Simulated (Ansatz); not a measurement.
`[Cl][Al]([Cl])[GeH3]` and `Cl[B](Cl)[GeH3]` differ in one element.

Ansatz, PBE0-D4/def2-TZVP geometries, multiplicity 1. 

Scalar relativity is left out up to krypton.

```json
{"property": "LUMO energy (B3LYP/def2-TZVPP) / eV", "`[Cl][Al]([Cl])[GeH3]`": "-1.93"}
{"property": "LUMO energy (ωB97M-V/def2-TZVPP) / eV", "`[Cl][Al]([Cl])[GeH3]`": "-0.05"}
{"property": "LUMO energy (PBE0/def2-TZVPP) / eV", "`[Cl][Al]([Cl])[GeH3]`": "-1.78"}
{"property": "HOMO–LUMO gap (PBE/def2-TZVPP) / eV", "`[Cl][Al]([Cl])[GeH3]`": "4.66"}
{"property": "size of the dipole moment (B3LYP/def2-TZVPP) / D", "`[Cl][Al]([Cl])[GeH3]`": "1.33"}
{"property": "size of the dipole moment (PBE/def2-TZVPP) / D", "`[Cl][Al]([Cl])[GeH3]`": "1.32"}
```

**Question.** Give the same properties after the change, and the shifts. (An estimate is asked.)

**Answer.** The calculation gave: 
```
                                        property  `Cl[B](Cl)[GeH3]`  shift
             LUMO energy (B3LYP/def2-TZVPP) / eV              -2.27  -0.34
           LUMO energy (ωB97M-V/def2-TZVPP) / eV              -0.04   0.01
              LUMO energy (PBE0/def2-TZVPP) / eV              -2.11  -0.33
             HOMO–LUMO gap (PBE/def2-TZVPP) / eV               4.05  -0.61
size of the dipole moment (B3LYP/def2-TZVPP) / D               0.27  -1.06
  size of the dipole moment (PBE/def2-TZVPP) / D               0.18  -1.14
```

Dipoles are sizes alone; their direction can turn.

B3LYP here is the variant with VWN-RPA as its local correlation; programs differ in this.
